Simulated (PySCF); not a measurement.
B(Cl)(OMe)(SH) (CH4BClOS), SMILES SB(Cl)OC. Atoms are numbered in the order given.

```xyz
9

B     -0.1345     0.1423     0.0000
Cl    -0.5278     1.8747     0.0000
O     -1.1695    -0.7290     0.0000
C     -0.9798    -2.1380     0.0000
H     -0.4208    -2.4686     0.9021
H     -1.9769    -2.6180     0.0000
H     -0.4208    -2.4686    -0.9021
S      1.5968    -0.4475     0.0000
H      2.1487     0.7947     0.0000
```
Charge 0, spin multiplicity 1.

Geometry optimised at PBE-D3(BJ)/def2-SVP. This is a generated structure with no PubChem entry under its InChIKey; it may be hypothetical. Other conformers were not sampled.

These are PySCF with M06-2X/def2-TZVP values and carry that method's errors.

Estimate the frontier levels, gap, dipole moment and polarisability. (Estimate from the structure and the level; the computed values follow.)


| Property | Value |
|---|---|
| highest occupied level | -9.18 eV |
| lowest empty level | 0.75 eV |
| orbital gap | 9.93 eV |
| dipole moment | 1.83 D |
| quadrupole, principal values (traceless, Buckingham form, about the centre of nuclear charge) | -6.06, -2.58, 8.64 D·Å |
| mean static polarisability | 60.2 bohr³ (8.92 Å³) |
| polarisability, principal values | 45.3, 64.8, 70.6 bohr³ |
